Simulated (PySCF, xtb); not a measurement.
Al(OH) (AlHO), SMILES [OH][Al] (connectivity only; charge and spin as stated), neutral, multiplicity 1.

Harmonic wavenumbers (cm⁻¹) from GFN2-xTB run with xtb at its own minimum, in rising order: 582, 582, 878, 3662.

Problem. What does B3LYP-D3(BJ)/def2-TZVPD in PySCF give at its own minimum? (Estimate from the structure and the level; the computed values follow.)

Solution. 45, 45, 828, 3955. Paired by order, the mean absolute difference is 354 cm⁻¹ and the zero-point energies are 8.2 and 7.0 kcal/mol.
